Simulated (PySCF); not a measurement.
In(H)(Cl)(NH2) (ClH3InN), SMILES [NH2][InH][Cl]. Atoms are numbered in the order given.

```xyz
6

In    -0.2247    -0.3922    -0.1728
H     -1.3917    -0.9727    -1.2681
Cl     0.2520     1.9203    -0.1301
N      0.8002    -1.3256     1.2775
H      1.5735    -0.8469     1.7272
H      0.9439    -2.3292     1.2757
```

Geometry: PBE0-D3(BJ)/def2-SVP. The def2 effective core potentials stand for the cores of In; spin–orbit coupling is left out. Other conformers were not sampled.

Calculation: PySCF 2.14.0 with C-PCM-PBE0/def2-SVP.

The values are the electrostatic part of the solvation free energy, E(continuum) − E(gas) at the gas-phase geometry, in a cavity of scaled van der Waals radii (PySCF's table); cavitation and dispersion terms are not included. A continuum can't describe solvent molecules that bind to the metal. In vacuum the orbital gap is 6.20 eV. The dipole moment in vacuum is 3.18 D.

Q: Estimate the values in water (ε = 78.36), ethanol (ε = 24.85), chloroform (ε = 4.71). (Estimate from the structure and the level; the computed values follow.)

A: 
```tsv
solvent	ε	ΔG(elec) (kcal/mol)	dipole (D)	gap (eV)
water	78.36	-7.0	4.05	6.40
ethanol	24.85	-6.8	4.02	6.40
chloroform	4.71	-5.4	3.84	6.36
```
